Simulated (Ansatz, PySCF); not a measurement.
C2H6ClNSi, SMILES C=C[SiH](N)Cl. Atoms are numbered in the order given.

```xyz
11

Si     0.3655    -0.0458     0.6103
N      1.8835    -0.8000     0.3464
Cl    -0.0568     1.5352    -0.6992
C     -0.9797    -1.3094     0.3851
C     -2.0206    -1.1737    -0.4431
H      0.4076     0.5616     1.9669
H      2.7383    -0.3163     0.5992
H      2.0197    -1.3676    -0.4834
H     -0.8970    -2.2289     0.9807
H     -2.1447    -0.2745    -1.0566
H     -2.7878    -1.9494    -0.5431
```

Geometry: PBE0-D3(BJ)/def2-SVP. The values are those of a single conformer.

Two levels are set side by side: PBE-D3(BJ)/def2-SVP (Ansatz, a quantum-chemistry and plane-wave program) and PBE0-D3(BJ)/def2-SVP (Ansatz). Each level has its own optimised geometry; the coordinates shown are those of the second. Frequencies come from the Hessian of PySCF at each geometry. Differences are taken from unrounded values.

| quantity | PBE0-D3(BJ) | PBE-D3(BJ) | PBE-D3(BJ) minus PBE0-D3(BJ) |
|---|---|---|---|
| mean bond length (Å) | 1.381 | 1.392 | 0.011 |
| bond Si1–N2 (Å) | 1.715 | 1.731 | 0.016 |
| bond Si1–Cl3 (Å) | 2.096 | 2.113 | 0.017 |
| bond Si1–C4 (Å) | 1.859 | 1.869 | 0.010 |
| bond C4–C5 (Å) | 1.337 | 1.347 | 0.010 |
| bond Si1–H6 (Å) | 1.487 | 1.498 | 0.011 |
| bond N2–H7 (Å) | 1.014 | 1.024 | 0.010 |
| bond N2–H8 (Å) | 1.015 | 1.024 | 0.010 |
| bond C4–H9 (Å) | 1.099 | 1.107 | 0.008 |
| bond C5–H10 (Å) | 1.096 | 1.104 | 0.008 |
| bond C5–H11 (Å) | 1.096 | 1.104 | 0.008 |
| highest harmonic wavenumber (cm⁻¹) | 3706 | 3576 | -130 |
| mean harmonic wavenumber (cm⁻¹) | 1298 | 1256 | -43 |
| zero-point energy (kcal/mol) | 50.12 | 48.46 | -1.66 |

GGA bonds tend to be longer and softer than those of functionals with exact exchange. Differences between two approximate levels are no errors against the true value.
